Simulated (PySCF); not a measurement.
## Cd⁺ (cadmium, charge +1) across methods

[Kr] 4d10 5d1, 2D determinant (an excited configuration). Computed with PySCF 2.14 in x2c-TZVPPall with one added diffuse shell each of s, p, d, f type (9s7p7d3f1g, 95 functions), with scalar relativity by spin-free X2C-1e.

```json
{"method": "wB97M-V", "E (hartree)": "-5592.85", "mean ε 4d α (eV)": "-29.692", "mean ε 4d β (eV)": "-29.666", "mean ε 5d α (eV)": "-5.510", "Σ⟨r²⟩ (bohr²)": "65.34", "⟨S²⟩": "0.750"}
{"method": "BHandHLYP", "E (hartree)": "-5593.23", "mean ε 4d α (eV)": "-29.289", "mean ε 4d β (eV)": "-29.258", "mean ε 5d α (eV)": "-5.204", "Σ⟨r²⟩ (bohr²)": "65.61", "⟨S²⟩": "0.750"}
{"method": "BP86", "E (hartree)": "-5593.88", "mean ε 4d α (eV)": "-25.019", "mean ε 4d β (eV)": "-25.002", "mean ε 5d α (eV)": "-4.877", "Σ⟨r²⟩ (bohr²)": "64.05", "⟨S²⟩": "0.750"}
{"method": "UHF", "E (hartree)": "-5590.67728", "mean ε 4d α (eV)": "-32.899", "mean ε 4d β (eV)": "-32.862", "mean ε 5d α (eV)": "-5.588", "Σ⟨r²⟩ (bohr²)": "68.94", "⟨S²⟩": "0.750"}
{"method": "r2SCAN", "E (hartree)": "-5593.24", "mean ε 4d α (eV)": "-25.263", "mean ε 4d β (eV)": "-25.246", "mean ε 5d α (eV)": "-4.693", "Σ⟨r²⟩ (bohr²)": "64.18", "⟨S²⟩": "0.750"}
{"method": "TPSSh", "E (hartree)": "-5593.02", "mean ε 4d α (eV)": "-25.772", "mean ε 4d β (eV)": "-25.751", "mean ε 5d α (eV)": "-4.816", "Σ⟨r²⟩ (bohr²)": "64.55", "⟨S²⟩": "0.750"}
{"method": "LDA", "E (hartree)": "-5587.54", "mean ε 4d α (eV)": "-25.198", "mean ε 4d β (eV)": "-25.173", "mean ε 5d α (eV)": "-4.648", "Σ⟨r²⟩ (bohr²)": "64.32", "⟨S²⟩": "0.750"}
{"method": "PBE", "E (hartree)": "-5592.82", "mean ε 4d α (eV)": "-24.908", "mean ε 4d β (eV)": "-24.884", "mean ε 5d α (eV)": "-4.786", "Σ⟨r²⟩ (bohr²)": "63.88", "⟨S²⟩": "0.750"}
```

Task: Estimate the same row for PBE0.

Result: E (hartree) = -5592.90; mean ε 4d α (eV) = -27.166; mean ε 4d β (eV) = -27.138; mean ε 5d α (eV) = -5.057; Σ⟨r²⟩ (bohr²) = 64.87; ⟨S²⟩ = 0.750.

The outer electron is Rydberg-like, and this basis confines it to a smaller radius and binds it less than a complete one would.
